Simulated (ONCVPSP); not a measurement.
Logarithmic derivatives: zirconium, ONCV

```json
{"Element": "zirconium (Zr)", "Generator": "ONCVPSP 4.0.1", "Type": "optimised norm-conserving Vanderbilt (ONCV)", "Functional": "PBE", "Relativity": "scalar-relativistic", "Frozen core": "[Ar] 3d10", "Valence charge": "12", "Reference configuration": "4s2 4p6 4d1 (charge +3)", "Partial waves": "4s: rc 1.15 bohr, ncon 3, nbas 7, qcut 5.2 1/bohr, 1 projector; 4p: rc 1.30 bohr, ncon 4, nbas 8, qcut 6.1 1/bohr, 3 projectors, debl 3.6 Ha; 4d: rc 1.85 bohr, ncon 3, nbas 6, qcut 4.6 1/bohr, 1 projector", "Local potential": "polynomial inside 1.10 bohr (lpopt 5, dvloc0 1 Ha)", "Core correction": "none"}
```

The phase is arctan(r·R′/R) of the radial function R(r), unwrapped; energies in Ha, scanned from -4 to 5 Ha. A pole is an energy at which the radial function vanishes at the test radius. The pseudo phase is shifted by a multiple of π to meet the all-electron one at the reference energy, and phase errors are pseudo minus all-electron; the curves can meet again beyond the range given. Levels narrower than the energy grid can be missing from the lists of poles.

Q: For each channel, where are the poles, and over which energies does the pseudopotential scatter like the atom?

A:

| channel | radius (bohr) | reference energy (Ha) | poles, all-electron | poles, pseudo | unbroken range about the reference energy with phases within 0.05 rad | phase error 1 Ha above the reference energy (rad) |
| --- | --- | --- | --- | --- | --- | --- |
| s | 1.17 | -3.00 | 2.51 | -0.72, 3.99 | below -1.3 | -0.013 |
| p | 1.32 | -2.17 | 1.47 | 1.47 | the whole range | -0.000 |
| d | 1.88 | -1.04 | 0.18 | 0.19 | below 1.8 | +0.003 |

Phases in the s channel:

```json
{"E (Ha)": "-3.98", "all-electron": "-0.475", "pseudo": "-0.492"}
{"E (Ha)": "-3.50", "all-electron": "-0.753", "pseudo": "-0.757"}
{"E (Ha)": "-3.02", "all-electron": "-0.956", "pseudo": "-0.956"}
{"E (Ha)": "-2.54", "all-electron": "-1.100", "pseudo": "-1.102"}
{"E (Ha)": "-2.06", "all-electron": "-1.204", "pseudo": "-1.215"}
{"E (Ha)": "-1.58", "all-electron": "-1.282", "pseudo": "-1.310"}
{"E (Ha)": "-1.10", "all-electron": "-1.342", "pseudo": "-1.413"}
{"E (Ha)": "-0.62", "all-electron": "-1.390", "pseudo": "-1.685"}
{"E (Ha)": "-0.14", "all-electron": "-1.429", "pseudo": "-4.281"}
{"E (Ha)": "0.34", "all-electron": "-1.463", "pseudo": "-4.477"}
{"E (Ha)": "0.82", "all-electron": "-1.491", "pseudo": "-4.542"}
{"E (Ha)": "1.30", "all-electron": "-1.517", "pseudo": "-4.583"}
{"E (Ha)": "1.78", "all-electron": "-1.540", "pseudo": "-4.614"}
{"E (Ha)": "2.26", "all-electron": "-1.560", "pseudo": "-4.640"}
{"E (Ha)": "2.74", "all-electron": "-1.580", "pseudo": "-4.663"}
{"E (Ha)": "3.22", "all-electron": "-1.599", "pseudo": "-4.683"}
{"E (Ha)": "3.70", "all-electron": "-1.617", "pseudo": "-4.702"}
{"E (Ha)": "4.18", "all-electron": "-1.635", "pseudo": "-4.719"}
{"E (Ha)": "4.66", "all-electron": "-1.654", "pseudo": "-4.737"}
```
